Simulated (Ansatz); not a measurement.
Reaction (isomerisation): `N[SiH](O)[SnH3]` → `[OH][SnH2][NH][SiH3]`

Isolated molecules relaxed with PBE0-D4/def2-TZVP in Ansatz; ΔE leaves out vibrations. CCSD(T)/CBS adds triple-zeta CCSD(T) − MP2 to the extrapolated MP2 energy (def2 sets, frozen cores). Functionals use def2-TZVPP. Elements past krypton have def2 core potentials. For Sn outer-core shells are correlated without core-valence functions, which leaves a few kJ/mol of doubt a bond. Each species was taken in one conformer, which may not be the lowest.

`N[SiH](O)[SnH3]`:

Cartesian coordinates in Å:
```
N -1.761 0.282 0.704
Si -0.072 0.503 0.674
O 0.331 2.028 0.175
Sn 0.930 -1.236 -0.934
H -2.312 0.644 1.466
H -2.297 0.237 -0.148
H 0.400 0.292 2.070
H 1.257 2.215 0.012
H 1.123 -2.767 -0.202
H 2.470 -0.751 -1.509
H -0.069 -1.446 -2.309
```

`[OH][SnH2][NH][SiH3]`:

Cartesian coordinates in Å:
```
O 2.307 1.457 -0.098
Sn 0.794 0.864 1.009
N 0.027 -0.817 0.200
Si -1.392 -0.980 -0.752
H 2.075 1.581 -1.021
H 1.536 0.522 2.497
H -0.451 2.025 0.984
H 0.610 -1.634 0.306
H -2.348 -1.977 -0.192
H -1.109 -1.395 -2.156
H -2.048 0.355 -0.776
```

CCSD(T)/CBS gives +19.9 kcal/mol.

Task: Another level gave +19.9 kcal/mol. Which?
A. PBE/def2-TZVPP
B. MP2/def2-TZVPP
C. ωB97M-V/def2-TZVPP
D. CCSD/def2-TZVPP

Result: B. MP2/def2-TZVPP 19.9, ωB97M-V 22.6, CCSD/def2-TZVPP 21.0, PBE 24.1 kcal/mol.

Largest T1 diagnostic among the species: 0.013.

From PBE to PBE0 (25 % exact exchange), in def2-TZVPP and without D4, ΔE moves by +0.8 kcal/mol.
